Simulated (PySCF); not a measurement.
Vertical excitation energies

CH₇B₂OP.
SMILES: `BOB(C)P`

Method used: PySCF, TDDFT wB97X-D/def2-SVPD, vertical, gas phase, core orbitals frozen in the response. One conformer (not necessarily the lowest) at the PBE0-D3(BJ)/def2-SVP geometry, without solvent, vibrations or thermal averaging.

**Question.** List the vertical singlet excitations with oscillator strengths and describe the spectrum.

**Answer.** 

```tsv
state	λ (nm)	E (eV)	f	main configurations (H = HOMO, L = LUMO)
S1	213.1	5.82	0.072	H→L+1 (67%), H→L (16%)
S2	204.7	6.06	0.0015	H-1→L (43%), H-2→L (23%), H→L (15%)
S3	189.0	6.56	0.054	H→L+2 (37%), H→L (35%), H-1→L (10%)
S4	186.7	6.64	0.027	H→L+4 (62%), H→L+2 (18%)
S5	180.5	6.87	0.082	H→L+4 (27%), H→L (17%), H→L+2 (16%)
S6	175.8	7.05	0.198	H-1→L+1 (46%), H-2→L+1 (20%), H→L+2 (10%)
S7	158.7	7.81	0.039	H→L+6 (45%), H-2→L (12%), H-1→L (11%)
S8	155.5	7.97	0.339	H-2→L (26%), H-2→L+1 (25%), H-1→L+1 (22%)
S9	152.3	8.14	0.040	H-2→L+1 (30%), H→L+6 (23%), H-2→L (15%)
S10	151.9	8.16	0.087	H-1→L+2 (59%), H-1→L+1 (11%)
```

Triplets (Tamm–Dancoff): T1 4.96 eV, H→L+1 (74%), H→L (17%); T2 5.60 eV, H-1→L (44%), H-2→L (27%), H→L (14%); T3 5.89 eV, H→L+4 (83%); T4 6.10 eV, H→L (32%), H→L+2 (20%), H-1→L (13%).

The lowest singlet comes at 213 nm (561 kJ/mol) in the ultraviolet; it is of moderate strength; its leading configuration is HOMO→LUMO+1 (67%). The most intense listed level is S8 at 7.97 eV (156 nm, f = 0.339), 2.15 eV above S1. Löwdin shares by element: HOMO phosphorus 60%, boron 14% or more, oxygen 7%, hydrogen 6% or more; LUMO boron 41% or more, oxygen 24%, hydrogen 20% or more (atoms not listed hold the other 15%). Orbital energies (eV): HOMO-3 -12.42, HOMO-2 -10.91, HOMO-1 -10.48, HOMO -9.08, LUMO 1.08, LUMO+1 1.40, LUMO+2 1.67. The oscillator strengths of these states sum to 0.939; summed over the whole spectrum of an exact calculation they would give the number of electrons, 46 (Thomas–Reiche–Kuhn). The listed states span 2.34 eV, and the widest gap between neighbours is 0.76 eV (S6 to S7). The vertical ionisation energy (ΔSCF) is 9.41 eV, 1.24 eV above S10. Singlets were solved by full linear response, triplets in the Tamm–Dancoff approximation.
